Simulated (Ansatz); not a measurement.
System: BiI2, charge 0, doublet. BiI2 (SMILES [I][Bi][I], doublet).
B3LYP-D3(BJ)/def2-TZVP minimum from Ansatz (an electronic-structure program):
```xyz
3

Bi     0.1121    -0.6263     0.7737
I      2.0549     0.8623    -0.6151
I     -2.2304     0.1185    -0.5965
```
Charge 0, spin multiplicity 2.

Total energies in hartree (Ansatz). Open shells are spin-unrestricted; no spin-orbit coupling. Cores are frozen in correlated methods (noble-gas shells, and filled d and f shells in the p block). Past Kr the def2 sets carry scalar-relativistic core potentials. Spin-orbit terms, left out, reach several kcal/mol for Br and I, and more for heavier atoms.

| species | HF/def2-TZVPP | CCSD(T)/def2-TZVPP | HF/def2-QZVPP | CCSD(T)/def2-QZVPP | CCSD(T)/def2-SVP | CCSDT(Q)/def2-SVP |
|---|---|---|---|---|---|---|
| 1: BiI2 (SMILES [Bi]([I])[I], doublet) | -806.98518 | -807.39290 | -806.98969 | -807.44863 | -807.24608 | -807.24788 |
| 2: Bi (quartet) | -213.59378 | -213.65641 | -213.59451 | -213.66150 | -213.63907 | -213.63920 |
| 3: I (doublet) | -296.65857 | -296.79430 | -296.65973 | -296.81374 | -296.74085 | -296.74112 |

Q: Work out the atomisation energy (electronic, to ground-state atoms) in kcal/mol: take Hartree-Fock from def2-QZVPP, extrapolate the CCSD(T) correlation energy as X^-3 (X = 3, 4), and add CCSDT(Q) - CCSD(T) in def2-SVP. 1 hartree = 627.51 kcal/mol.

A: 
Species 1: correlation (64·(-0.45894) - 27·(-0.40772))/37 = -0.49632; step -0.00180; E1 = -806.98969 + (-0.49632) + (-0.00180) = -807.48781
Species 2: correlation (64·(-0.06699) - 27·(-0.06263))/37 = -0.07017; step -0.00013; E2 = -213.59451 + (-0.07017) + (-0.00013) = -213.66481
Species 3: correlation (64·(-0.15401) - 27·(-0.13573))/37 = -0.16735; step -0.00027; E3 = -296.65973 + (-0.16735) + (-0.00027) = -296.82735
-1·E1 +1·E2 +2·E3 = 0.16830 hartree = 105.6 kcal/mol.
